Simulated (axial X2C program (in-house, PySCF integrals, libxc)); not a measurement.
Spin–orbit effects down a group: molecules with C (ions), PBE0

Calculated with an axial X2C code built on PySCF integrals, spin-free (one-electron X2C) or two-component (2c: spin–orbit coupling with atomic mean-field Coulomb and Gaunt terms, which also bring small scalar terms), in Dyall basis sets with cores contracted in-house; open shells are unrestricted.

Basis sets: C dyall-v3z, Ge dyall-cv3z, Si dyall-v3z, Sn dyall-cv3z.

```tsv
molecule	spin-free state	Re (Å)	ωe (cm⁻¹)	De (eV)	2c state	Re 2c (Å)	ωe 2c (cm⁻¹)	De 2c (eV)
SiC⁺	M_S = 3/2, Λ = 0	1.822	836.6	3.77	Ω = 3/2	1.823	836.5	3.77
GeC⁺	M_S = 3/2, Λ = 0	1.907	697.3	3.34	Ω = 3/2	1.907	696.7	n/a
SnC⁺	M_S = 3/2, Λ = 0	2.108	607.8	2.85	Ω = 3/2	2.108	605.4	n/a
```

**Question.** Work out the shifts from the spin-free to the two-component result.

**Answer.** 

```json
{"molecule": "SiC⁺", "2c state": "Ω = 3/2", "ΔRe (Å)": "0.001", "Δωe (cm⁻¹)": "-0.1", "ΔDe (eV)": "0.00"}
{"molecule": "GeC⁺", "2c state": "Ω = 3/2", "ΔRe (Å)": "0.000", "Δωe (cm⁻¹)": "-0.6", "ΔDe (eV)": "n/a"}
{"molecule": "SnC⁺", "2c state": "Ω = 3/2", "ΔRe (Å)": "0.000", "Δωe (cm⁻¹)": "-2.4", "ΔDe (eV)": "n/a"}
```

Shifts of one unit in the last digit are rounding.

Fragments in 2c: Si+ + C, Ge+ + C, Sn+ + C. Each entry is the lowest single determinant of a limited PBE0 search at one distance. De goes to single-determinant-based atoms at the same level (for ions the charge split of lowest energy) and is withheld (n/a) where an atom does not fit its ground term or J level. Main or longest-lived isotopes. One determinant is a doubtful description, or other states lie close, for SiC⁺, GeC⁺, SnC⁺; these need not be ground states, and all values refer to the states named. With several unpaired electrons the Ω given is that of one determinant, not necessarily of the lowest component. Some light 2c atoms are not at their ground J level, so De misses part of their lowering (0.04 eV or less). The functionals have no current term, which raises determinants with orbital currents.
